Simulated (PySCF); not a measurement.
Deuteron quadrupole couplings in `CC[C@@H]1[C@H]2C[C@@H]3[C@H]2[C@@H]31`

Species: C8H12.
Z-matrix (Å and degrees, GFN2-xTB geometry), rows numbered from 1:
```
C 
C   1  1.5246
C   2  1.5232  1  112.09
C   3  1.5410  2  114.55  1   -76.80
C   4  1.5353  3  103.07  2   178.51
C   5  1.5160  4   85.62  3    68.22
C   6  1.4996  5   91.87  4    21.45
C   7  1.4993  4   85.55  3   -21.12
H   1  1.0880  2  110.55  3   -59.64
H   1  1.0873  2  110.72  3    60.44
H   1  1.0874  2  110.47  3  -179.55
H   2  1.0933  1  109.24  3   120.74
H   2  1.0921  1  109.66  3  -121.35
H   3  1.0948  2  109.85  1    55.21
H   4  1.0842  3  120.94  2    39.76
H   5  1.0912  4  116.99  3   -51.14
H   5  1.0887  4  112.82  3  -179.84
H   6  1.0773  5  126.90  4   165.08
H   7  1.0722  4  133.37  3   128.72
H   8  1.0774  3  126.70  2   -50.30
```

Level: PBE0/pcSseg-1 (PySCF, non-relativistic); Q(2H) = 0.00286 b; rigid geometry, the same for H and D, with no vibrational averaging.

Problem. Rank these positions by the coupling χzz of a deuteron there, largest first.
A. H19 (methine hydrogen)
B. H16 (methylene hydrogen)
C. H15 (methine hydrogen)
D. H14 (methine hydrogen)
E. H11 (methyl hydrogen)
F. H20 (methine hydrogen)

Solution. A (237 kHz), F (228 kHz), C (218 kHz), E (213 kHz), B (207 kHz), D (201 kHz).

Problem. What are Vzz, η and χzz (234.96 MHz × Q × Vzz) at all hydrogens?

Solution. 
```tsv
atom	bonded to	bond length (Å)	Vzz (au)	η	χzz (kHz)
H9	C1	1.088	0.3149	0.02	212
H10	C1	1.087	0.3165	0.02	213
H11	C1	1.087	0.3170	0.01	213
H12	C2	1.093	0.3031	0.02	204
H13	C2	1.092	0.3037	0.01	204
H14	C3	1.095	0.2996	0.03	201
H15	C4	1.084	0.3245	0.00	218
H16	C5	1.091	0.3083	0.01	207
H17	C5	1.089	0.3129	0.02	210
H18	C6	1.077	0.3391	0.07	228
H19	C7	1.072	0.3523	0.06	237
H20	C8	1.077	0.3393	0.07	228
```

Problem. How does χzz go with the bond length over the 12 C–H bonds?

Solution. A straight-line fit has a slope of -15.6 kHz for each 0.01 Å, with a correlation coefficient of -1.00, over lengths from 1.072 to 1.095 Å. The longer bonds have the smaller couplings here.

Problem. A static deuteron (I = 1) shows a doublet split by (3/2)χ, (3/4)χ(1 + η) and (3/4)χ(1 − η) with the field along z, y and x of the gradient. What are these for H15?

Solution. With |χ| = 218.1 kHz and η = 0.003: 327, 164 and 163 kHz, to first order and without motion.

The structure is a single GFN2-xTB conformer in the gas phase; no vibrational or solvent corrections. GFN2-xTB bond lengths can be off by several hundredths of an ångström, more for odd bonds, and the gradients follow them. With so small a basis the couplings can be 20 % off.

The run behind these numbers computed NMR shieldings as well. Time: 31 s wall; peak memory 0.87 GiB. Hardware: one thread of an Intel Xeon Platinum 8488C (shared host).
